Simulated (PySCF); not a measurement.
Excitations are Tamm–Dancoff values on a coarser integration grid. The basis has no diffuse functions, so Rydberg states are missing or too high.

# H₇AlN₂Si, SMILES `[NH2][Al]([NH2])[SiH3]` (charge 0, multiplicity 1)

Level of theory: PBE-D3(BJ)/def2-TZVP // B3LYP-D3(BJ)/def2-TZVP (PySCF).

The HOMO comes out as -5.60 eV and the dipole moment comes out as 1.82 D. The HOMO–LUMO gap is 4.51 eV, the LUMO comes out as -1.09 eV and the S1 excitation (TDA) is 5.05 eV. The S1 oscillator strength comes out as 0.048, the T1 excitation (TDA) is 4.30 eV and the S1–T1 gap (TDA) comes out as 0.75 eV. The total energy is -645.3507 Ha and the cost is very roughly 4 core-minutes.

```xyz
11

N     -1.2699    -1.5358    -0.4089
Al    -0.4527    -0.0072    -0.0283
N     -1.4139     1.4609     0.2364
Si     1.9871     0.0570     0.1279
H     -0.7819    -2.4027    -0.5706
H     -2.2641    -1.6779    -0.4968
H     -2.4189     1.5296     0.1939
H     -1.0171     2.3611     0.4549
H      2.5863     1.0172    -0.8380
H      2.5933    -1.2729    -0.1502
H      2.4517     0.4707     1.4796
```
Charge 0, spin multiplicity 1.
